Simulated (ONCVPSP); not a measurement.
**What one change does to a pseudopotential (zirconium (Zr), ONCV)**

| Item | Value |
| --- | --- |
| Element | zirconium (Zr) |
| Generator | ONCVPSP 4.0.1 |
| Type | optimised norm-conserving Vanderbilt (ONCV) |
| Functional | BLYP |
| Relativity | fully relativistic |
| Frozen core | [Ar] 3d10 |
| Valence charge | 12 |
| Reference configuration | 4s2 4p6 4d2 5s1 5p1 |
| Partial waves | 4s+5s: rc 1.90 bohr, ncon 3, nbas 6, qcut 5.2 1/bohr, 2 projectors; 4p+5p: rc 2.25 bohr, ncon 3, nbas 6, qcut 6.2 1/bohr, 2 projectors; 4d: rc 2.90 bohr, ncon 4, nbas 9, qcut 4.6 1/bohr, 2 projectors, debl 1.7 Ha |
| Local potential | polynomial inside 1.55 bohr (lpopt 1, dvloc0 1 Ha) |
| Core correction | Teter function, fcfact 2.25, rcfact 1.45 |

Open shells are filled in proportion to 2j + 1.

Change: local potential polynomial inside 1.20 bohr (lpopt 5, dvloc0 0 Ha).

Cutoffs: the cutoffs (Ha) at which the residual kinetic energy of the hardest occupied pseudo-wave falls to 1 and 0.1 mHa per electron; they do not see the model core or the augmentation charge, which bear on the density cutoff. Errors are all-electron minus pseudo energies relative to the spin-unpolarised reference configuration.

Question: What does the change do?

Answer: The potential gets neither clearly harder nor softer (11 Ha and 13 Ha → 11 Ha and 13 Ha); the errors of the 4 common tests hardly move; the range in which the s phases agree narrows (upper end at the end of the scan → 2.7); neither file shows a bound ghost.

```csv
quantity,base,changed
"cutoff, loose",11 Ha,11 Ha
"cutoff, tight",13 Ha,13 Ha
bound ghosts,none,none
GHOST(+) flags under 300 eV,none,"s at 101.0 eV, d5/2 at 286.6 eV"
"error for 4s2 4p6 4d2 5s2 5p0, meV [ΔE -3.06 eV]",-0.9,-0.9
"error for 4s2 4p6 4d2 5s1 5p0, meV [ΔE 4.01 eV]",+0.1,+0.1
"error for 4s2 4p6 4d2 5s0 5p0, meV [ΔE 17.05 eV]",-5.6,-6.4
"error for 4s2 4p6 4d2 5s0 5p1, meV [ΔE 7.76 eV]",-1.9,-2.1
s: phases at 1.93 bohr within 0.05 rad from the reference energy up to (Ha; the scan ends near 5),to the end of the scan,2.7
p3/2: phases at 2.28 bohr within 0.05 rad from the reference energy up to (Ha; the scan ends near 5),4.6,4.5
p1/2: phases at 2.28 bohr within 0.05 rad from the reference energy up to (Ha; the scan ends near 5),4.5,4.5
d5/2: phases at 2.95 bohr within 0.05 rad from the reference energy up to (Ha; the scan ends near 5),3.1,3.3
d3/2: phases at 2.95 bohr within 0.05 rad from the reference energy up to (Ha; the scan ends near 5),3.2,3.2
"rms error of d²Exc/dni dnj with the model core, mHa",3.48,3.48
```
